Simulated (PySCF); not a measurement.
A calculated (LDA, PySCF 2.14, cc-pVDZ-DK, the spin-free X2C one-electron Hamiltonian (Gaussian nucleus)) atom or ion has these occupied shells.

```
shell  electrons  orbital energy (eV)  rms radius, mean of both spins (bohr)
 1s α          1              -4852.1                                 0.0805
 1s β          1              -4852.1                                 0.0805
 2s α          1              -535.69                                  0.353
 2s β          1              -535.14                                  0.353
 2p α          3              -444.25                                  0.322
 2p β          3              -443.81                                  0.322
 3s α          1              -62.974                                   1.08
 3s β          1              -61.335                                   1.08
 3p α          3              -39.455                                   1.19
 3p β          3              -37.842                                   1.19
 3d α          2               -5.210                                   1.81
 4s α          1               -4.751                                   3.78
 4s β          1               -4.284                                   3.78
```

(1) Name the element and its charge.

## Answers

(1) Ti (titanium, neutral), in [Ar] 3d2 4s2, high-spin 3F determinant.
